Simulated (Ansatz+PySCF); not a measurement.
Results of a calculation; reference values are marked as such.
Input for PySCF 2.14.0:

```python
from pyscf import gto, scf

mol = gto.M(atom="""
Ti -0.004650 0.030950 -0.039000
Cl 1.207260 1.262530 1.272430
Cl 1.227610 -1.197860 -1.234470
Cl -1.249730 1.292300 -1.256060
Cl -1.245330 -1.282160 1.211700
""", basis='def2-svp', charge=0, spin=0)
mf = scf.UHF(mol)
mf.init_guess = 'huckel'
mf.kernel()
while True:  # follow internal instabilities
    mo, _, stable, _ = mf.stability(return_status=True)
    if stable: break
    mf.kernel(mf.make_rdm1(mo, mf.mo_occ))
print(mf.converged, mf.e_tot, mf.spin_square()[0])
```

The script is written out from the run's settings.

Results

```
Converged                       : yes
Total energy                    : -2685.94744 hartree
Spin squared of the determinant : 0.000
```

Caution: other spin multiplicities were not run.
